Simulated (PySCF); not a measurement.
## RhO₃⁻, triplet: computed properties

Computed with UB3LYP in PySCF with Rh def2-SVPD with ECP28, O def2-SVPD; scalar-relativistic core potentials, no spin–orbit coupling; density-fitted integrals.

The structure is a minimum.

| Item | Value |
| --- | --- |
| Point group | D3h |
| Bond lengths | Rh–O 1.745 Å (×3) |
| Bond angles | O–Rh–O 120.0° (×3) |
| Spin squared ⟨S²⟩ | 2.017 |
| Rotational symmetry number | 6 |
| Entropy at 298.15 K and 1 bar (electronic part: spin only) | 294.4 J/(mol K) |
| Principal quadrupole moments (Buckingham, traceless) about the centre of mass | -5.25, -5.25, 10.50 D Å |
| Heat capacity Cp at 298.15 K | 63.0 J/(mol K) |
| Highest occupied level (α) | -2.07 eV |
| Lowest empty level (β) | 1.55 eV |
| Principal polarisabilities | 41.3, 68.3, 68.3 bohr³ |
| Zero-point energy | 19.3 kJ/mol |
| Rotational constants | 0.2307, 0.2307, 0.1154 cm⁻¹ |
| Dipole moment about the centre of mass | 0.00 D |
| Enthalpy at 298.15 K above 0 K | 14.27 kJ/mol |

Harmonic modes (masses in u: Rh 102.906, O 15.995):
| symmetry | ω (cm⁻¹) | IR (km/mol, summed over degenerate members) | μ (u) | type |
| --- | --- | --- | --- | --- |
| a2'' | 221 | 14.0 | 21.87 | bend |
| e' | 272 | 3.9 | 17.85 | bend |
| e' | 811 | 348 | 19.14 | stretch |
| a1' | 840 | 0.0 | 15.99 | stretch |

In D3h the vibrations span a2'' + 2e' + a1'. The a1' mode carries no infrared intensity, as symmetry demands.

Charges (e); Mulliken and Löwdin values are unreliable with diffuse functions:
| atom | Mulliken | Löwdin | polar tensor | spin (Mulliken) | Mayer order to Rh1 |
| --- | --- | --- | --- | --- | --- |
| Rh1 | 1.77 | 0.76 | 0.91 | 0.86 | – |
| O2,3,4 | -0.92 | -0.59 | -0.64 | 0.38 | 1.02 |

Mulliken populations on Rh1 (electrons outside its core potential): s 2.37, p 5.85, d 6.99, f 0.03.

Outer orbital energies (eV). α occupied: -6.49, -4.80, -3.99, -3.99, -3.40, -2.47, -2.07, -2.07; empty: 2.47, 2.47, 3.95, 4.62. β occupied: -6.15, -5.15, -5.15, -3.73, -3.73, -3.09, -2.78, -2.17; empty: 1.55, 1.55, 2.90, 2.90.

Formally Rh is in oxidation state +5, d4, with 2 unpaired electrons (the high-spin count would be 4). The Mulliken spin on Rh is 0.86, so most of the spin sits on the ligands and the formal count fails. The polar-tensor charge on Rh, 0.91, is far below the formal one.

Other isomers or separated fragments may lie lower. With open d or f shells other occupations or spin states may lie lower. The lowest empty level of this anion is unbound, so it and the gap depend on the basis.

The final relaxation and frequency run took roughly 70 core-seconds on a shared host.
